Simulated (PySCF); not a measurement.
# Polarisability and C₆ of K⁻ (potassium, charge -1)

[Ar] 4s2, closed-shell 1S. Computed with PySCF 2.14 in x2c-QZVPPall with one added diffuse shell each of s, p, d, f type (12s8p5d4f, 89 functions), with scalar relativity by spin-free X2C-1e. Coupled (time-dependent) response in atomic units; α is the mean over directions.

```tsv
method	mean α (bohr³)	C₆ (like pair)	S(−4)
UHF	1894	79440	2395000
CAM-B3LYP	1471	53650	1533000
```

S(−4) is the Cauchy moment in α(ω) = α(0) + S(−4) ω² + …

α(iu) at UHF:

```
u (hartree)  α(iu) (bohr³)
          0           1894
     0.0500          507.7
      0.100          175.7
      0.200          52.95
      0.300          26.70
      0.500          12.24
      0.750          7.012
       1.00          4.750
       1.50          2.653
       2.00          1.692
       3.00         0.8563
       5.00         0.3464
```

A single London oscillator, α(iu) = α/(1 + u²/ω²), gives C₆ = (3/4) ω α². Matching the computed C₆ needs ω = 4 × 79440 / (3 × 1894²) = 0.0295 hartree.

For an ion, C₆ is the dispersion term alone; charge-induced terms of lower order in 1/R come first.

The outer electron is barely bound at this level, so radii and moments hang on the diffuse functions.
